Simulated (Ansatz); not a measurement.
Relaxation of CH₃BClF (7 atoms, charge 0, multiplicity 1), to a largest force component of 0.02 eV/Å in at most 50 steps.

All numbers below come from Ansatz 0.2.0, RKS BLYP/def2-SVPD.

```xyz
7
Properties=species:S:1:pos:R:3
B -0.224 0.850 0.103
C 0.283 -0.578 -0.116
F 1.013 -0.936 0.967
Cl -0.998 -1.697 -0.299
H 0.007 1.742 -0.694
H -0.963 1.158 1.017
H 0.699 0.144 0.236
```

Where does it end, and by what steps?

The run converged. After 18 steps the energy has fallen by 8.543 eV; H7 moved furthest, 1.16 Å. The start is strongly strained (largest force component 11 eV/Å), so its close contacts needn't be bonds. Parted: B1–H7. Joined: B1–Cl4.

```
step  energy less start (eV)  largest force component (eV/Å)  accepted
   0                  0.0000                          10.625       yes
   1                 -2.8577                           5.240       yes
   2                 -4.8319                           3.322       yes
   3                 -6.2400                           3.054       yes
   4                 -7.2539                           1.843       yes
   5                 -7.9001                           1.926       yes
   6                 -8.2075                           1.442       yes
   7                 -8.2435                           0.940       yes
   8                 -8.3108                           0.458       yes
   9                 -8.3375                           0.531       yes
  10                 -8.3717                           0.319       yes
  11                 -8.4129                           0.531       yes
  12                 -8.4852                           0.353       yes
  13                 -8.5294                           0.338       yes
  14                 -8.5393                           0.171       yes
  15                 -8.5370                           0.206        no
  16                 -8.5425                           0.090       yes
  17                 -8.5432                           0.046       yes
  18                 -8.5433                           0.015       yes
```

```xyz
7
Properties=species:S:1:pos:R:3
B -0.441 0.893 0.193
C 0.548 -0.319 0.248
F 0.839 -0.916 1.439
Cl -0.961 -1.208 -0.587
H -0.414 1.608 -0.775
H -1.137 1.108 1.150
H 1.382 -0.483 -0.454
```

Time of the run: 28 s on 2 threads of INTEL(R) XEON(R) PLATINUM 8581C CPU @ 2.10GHz (Emerald Rapids) (shared host), peak memory 0.21 GiB.
